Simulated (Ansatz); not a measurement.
C2H6MoOS (`[CH3][Mo]([CH3])(=[O])=[S]`), relaxed with RKS PBE-D4/def2-SVP in Ansatz 0.2.0 from a rough embedded geometry. The force threshold is 0.03 eV/Å; the program also tests the step.

Total charge 0; spin multiplicity 1. Mo takes the def2 core potential.

Start:

```xyz
11

C    -1.069    0.620    1.329
Mo   -0.527   -0.470   -0.472
C     1.625   -0.225   -0.771
O    -0.877   -2.230   -0.337
S    -1.547    0.255   -2.103
H    -0.593    0.248    2.212
H    -0.873    1.719    1.195
H    -2.214    0.526    1.460
H     1.972   -0.722   -1.704
H     2.214   -0.600    0.088
H     1.890    0.879   -0.898
```

(1) How much energy does the relaxation release, and in how many steps? (An estimate is asked.)

(2) Which bonds change most? (Estimate.)

(3) Give the relaxed structure. (Best estimate.)

## Answers

(1) Ansatz gave: 13.49 kcal/mol, in 5 steps.

(2) The calculation gave: Mo2–O4 from 1.801 to 1.691 Å; Mo2–C3 from 2.186 to 2.096 Å; C1–Mo2 from 2.173 to 2.096 Å; Mo2–S5 from 2.056 to 2.133 Å.

(3) Ansatz gave: 
```xyz
11

C    -1.114    0.593    1.278
Mo   -0.455   -0.430   -0.429
C     1.600   -0.221   -0.789
O    -0.781   -2.074   -0.209
S    -1.516    0.327   -2.117
H    -0.564    0.172    2.150
H    -0.872    1.671    1.156
H    -2.203    0.491    1.461
H     1.949   -0.759   -1.693
H     2.131   -0.632    0.099
H     1.826    0.861   -0.906
```
